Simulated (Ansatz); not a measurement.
A nudged elastic band was laid between two geometries of BF3 + BrH (6 atoms, charge 0, multiplicity 1).

The calculation used RHF/def2-SVP (Ansatz 0.2.0).

- movable images: 5
- climbing image: yes
- spring: 5.0 eV/Å²
- optimiser: quadratic models (default)
- start path: through a guess of the saddle point
- force threshold: 0.05 eV/Å
- iteration limit: 60
- end points: relaxed

Initial state:

```xyz
6
Properties=species:S:1:pos:R:3
B -0.009 0.446 -0.157
F -0.009 0.691 1.121
F 1.114 0.379 -0.802
F -1.134 0.309 -0.789
Br 0.101 -2.875 1.082
H 0.081 -2.233 2.336
```

Final state:

```xyz
6
Properties=species:S:1:pos:R:3
B 0.018 -0.493 -0.460
F 0.013 0.020 2.058
F 1.120 0.176 -0.595
F -1.124 0.106 -0.586
Br 0.079 -2.404 -0.243
H 0.039 -0.689 2.617
```

Question: What changes between the two ends?

Answer: Bonds broken: B1–F2, Br5–H6. Bonds formed: B1–Br5, F2–H6. BF3 + BrH becomes BBrF2 + FH.

Question: What energy profile does the band end with?

Answer: The run converged. The highest image is number 4 of 0 to 6, 207.1 kJ/mol above the first end and 110.7 kJ/mol above the last; the last end lies 96.3 kJ/mol above the first. Neighbouring images differ by up to 1.4 eV, so the band resolves the path poorly. A vibrational analysis at the climbing image gives one clearly imaginary mode, 1393i cm⁻¹: a first-order saddle point. The orbitals stay closed-shell, which can raise the energy where a bond breaks towards radicals; this wasn't checked here.

| image | path coordinate (Å) | energy (kJ/mol) | B1–F2 (Å) | Br5–H6 (Å) | B1–Br5 (Å) |
| --- | --- | --- | --- | --- | --- |
| 0 | 0.00 | 0.0 | 1.30 | 1.41 | 3.55 |
| 1 | 0.50 | 2.1 | 1.30 | 1.41 | 3.35 |
| 2 | 1.00 | 14.4 | 1.31 | 1.41 | 3.08 |
| 3 | 1.50 | 76.6 | 1.34 | 1.45 | 2.64 |
| 4 | 2.00 | 207.1 | 1.50 | 1.74 | 2.29 |
| 5 | 2.78 | 113.9 | 2.14 | 2.42 | 1.97 |
| 6 | 3.56 | 96.3 | 2.57 | 3.34 | 1.92 |

Question: What is the geometry of the highest image?

Answer: 
```xyz
6
Properties=species:S:1:pos:R:3
B 0.011 -0.173 0.036
F 0.010 0.051 1.518
F 1.138 0.183 -0.503
F -1.138 0.115 -0.495
Br 0.080 -2.401 0.569
H 0.043 -1.058 1.668
```

Time of the run: 3.3 min on 1 thread of Arm Neoverse V2, with other jobs on the host, peak memory 0.19 GiB.
